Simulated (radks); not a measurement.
Results of a calculation; reference values are marked as such.
Q: Neutral boron, 5 electrons, occupied as [He] 2s2 2p1 (the NIST ground configuration). Code: a radial shooting solver on a logarithmic mesh with Libxc functionals. Model: Dirac Kohn-Sham, relativistic LDA (MacDonald-Vosko exchange, VWN5 correlation), spin-unpolarised, spherical densities, finite nucleus; open shells fill j = l - 1/2 first; Fermi nuclear charge, rms radius 2.406 fm. Some entries of the table are withheld. Estimate them.

orbital,occ.,eigenvalue (hartree),<1/r> (bohr^-1),<r> (bohr)
1s1/2,2,-6.56283,(1),0.3323
2s1/2,2,(2),0.7346,1.965
2p1/2,1,(3),(4),(5)
2p3/2,0,(6),(7),(8)

A: 
(1) 1s1/2 <1/r> (bohr^-1): 4.616
(2) 2s1/2 eigenvalue (hartree): -0.34472
(3) 2p1/2 eigenvalue (hartree): -0.13661
(4) 2p1/2 <1/r> (bohr^-1): 0.5997
(5) 2p1/2 <r> (bohr): 2.288
(6) 2p3/2 eigenvalue (hartree): -0.13649
(7) 2p3/2 <1/r> (bohr^-1): 0.5994
(8) 2p3/2 <r> (bohr): 2.289
